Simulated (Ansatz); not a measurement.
A structure relaxed at PBE0-D4/def2-TZVP, charge 0, multiplicity 1:

Cartesian coordinates in Å:
```
C 2.219 -0.307 0.213
C 0.790 0.058 0.008
N 0.024 0.637 0.923
C 0.480 1.020 2.228
Al -1.456 0.601 -0.299
C -2.967 -0.558 0.102
Cl -1.916 2.530 -1.084
N 0.106 -0.170 -1.105
C 0.660 -0.774 -2.282
H 2.281 -1.309 0.648
H 2.703 0.386 0.901
H 2.761 -0.316 -0.731
H -0.364 1.412 2.796
H 0.893 0.178 2.794
H 1.240 1.810 2.190
H -2.644 -1.525 0.499
H -3.634 -0.102 0.840
H -3.570 -0.751 -0.791
H 1.083 -1.767 -2.087
H 1.442 -0.157 -2.741
H -0.130 -0.896 -3.022
```

Give its formula and SMILES.

C5H12AlClN2, `CC1=[N+](C)[Al-]([CH3])([Cl])[N]1C`.

Point group (tolerance 0.08 Å, 0.16 Å for H)?

Cs.

Summarise the bond lengths by kind.

1 × C–C 1.489 Å; 12 × C–H 1.089 to 1.097 Å; 4 × C–N 1.326 to 1.434 Å; 2 × Al–N 1.919 Å; 1 × Al–C 1.946 Å; 1 × Al–Cl 2.134 Å.

Results of the Gaussian-basis code of Ansatz.
